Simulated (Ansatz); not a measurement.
A structure relaxed at r2SCAN-D4/def2-SVP in Ansatz, charge 0, singlet:

```xyz
84

C    12.903    8.284   -7.491
Si   12.852    6.420   -7.720
C    14.500    5.653   -7.247
C    12.402    5.984   -9.491
C    11.553    5.734   -6.601
C    10.691    5.286   -5.849
C     9.696    4.767   -4.980
C     9.940    4.546   -3.609
C     8.927    4.035   -2.809
C     7.669    3.747   -3.379
C     6.549    3.203   -2.587
C     6.581    3.061   -1.189
C     5.483    2.534   -0.521
C     4.344    2.151   -1.257
C     3.141    1.585   -0.614
C     2.964    1.515    0.778
C     1.805    0.954    1.301
C     0.822    0.457    0.423
C    -0.429   -0.166    0.902
C    -1.444   -0.517   -0.006
C    -2.613   -1.105    0.458
C    -2.766   -1.343    1.840
C    -3.977   -1.960    2.418
C    -4.034   -2.261    3.791
C    -5.175   -2.844    4.323
C    -6.268   -3.129    3.478
C    -7.512   -3.752    3.972
C    -7.723   -4.096    5.319
C    -8.924   -4.681    5.699
C    -9.909   -4.916    4.717
C   -11.152   -5.517    5.085
C   -12.209   -6.031    5.441
Si  -13.816   -6.795    5.930
C   -14.834   -5.496    6.830
C   -13.462   -8.250    7.065
C   -14.699   -7.367    4.376
N    -9.722   -4.593    3.420
C    -8.568   -4.035    3.076
N    -6.218   -2.836    2.164
C    -5.124   -2.279    1.662
N    -1.790   -1.020    2.709
C    -0.677   -0.459    2.257
N     0.980    0.537   -0.912
C     2.087    1.077   -1.405
N     4.310    2.283   -2.597
C     5.361    2.786   -3.228
N     7.438    3.953   -4.690
C     8.403    4.438   -5.455
H    13.671    8.734   -8.142
H    11.934    8.743   -7.743
H    13.142    8.552   -6.449
H    15.308    6.039   -7.891
H    14.761    5.883   -6.202
H    14.476    4.557   -7.355
H    13.157    6.378  -10.191
H    12.346    4.893   -9.631
H    11.425    6.410   -9.770
H    10.924    4.776   -3.190
H     9.121    3.853   -1.750
H     7.458    3.365   -0.611
H     5.519    2.418    0.564
H     3.719    1.907    1.464
H     1.665    0.917    2.383
H    -1.284   -0.318   -1.068
H    -3.396   -1.382   -0.250
H    -3.166   -2.026    4.411
H    -5.211   -3.079    5.389
H    -6.959   -3.911    6.078
H    -9.117   -4.957    6.738
H   -15.808   -5.912    7.141
H   -14.315   -5.137    7.733
H   -15.028   -4.625    6.184
H   -12.844   -9.009    6.559
H   -14.401   -8.734    7.382
H   -12.925   -7.928    7.972
H   -14.099   -8.113    3.830
H   -14.887   -6.523    3.693
H   -15.670   -7.828    4.625
H    -8.433   -3.776    2.020
H    -5.163   -2.064    0.587
H     0.078   -0.238    3.022
H     2.183    1.125   -2.495
H     5.296    2.878   -4.318
H     8.168    4.589   -6.516
```

(1) Give its formula, name or SMILES.

(2) Summarise the bond lengths by kind (pairs closer than 1.2 times the sum of covalent radii, bridged metal pairs left out).

Results:

(1) `C[Si](C)(C)C#Cc1ccc(-c2ccc(-c3ccc(-c4ccc(-c5ccc(-c6ccc(C#C[Si](C)(C)C)nc6)nc5)nc4)nc3)nc2)nc1`.

(2) 33 × C–C 1.23 to 1.48 Å; 12 × C–N 1.32 to 1.35 Å; 8 × C–Si 1.85 to 1.88 Å; 36 × C–H 1.09 to 1.10 Å.

Single mean-field runs in def2-SVP are fitted with def2-universal-jkfit.
